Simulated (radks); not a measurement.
Ionisation of neutral silicon, [Ne] 3s2 3p2, to [Ne] 3s2 3p1 as the strength of local exchange is varied. All-electron calculation, scalar-relativistic Kohn-Sham, Slater X-alpha exchange (alpha = 2/3 is LDA exchange), no correlation, spin-unpolarised, spherical densities, point nucleus. Program: a radial shooting solver on a logarithmic mesh with Libxc functionals.

alpha,E(Si) (hartree),exchange (hartree),IE (eV),-e of the level emptied (eV),<r> of it (bohr)
0.6,-285.92593,-16.57151,6.266,2.788 (3p),2.966
0.667,-287.78180,-18.52316,6.770,3.200 (3p),2.878
0.678,-288.08747,-18.84550,6.855,3.270 (3p),2.865
0.785,-291.07503,-22.00934,7.705,3.983 (3p),2.742
0.853,-292.98711,-24.04665,8.270,4.467 (3p),2.671

NIST Atomic Spectra Database: 8.152 eV (measured). The Delta-SCF value meets it near alpha = 0.84. Spin polarisation and multiplet splitting are left out, so open shells lie too high by an amount that depends on their filling.

Beside tabulated values, note that spin-unpolarised runs miss the spin-polarisation part of the exchange energy of open shells.
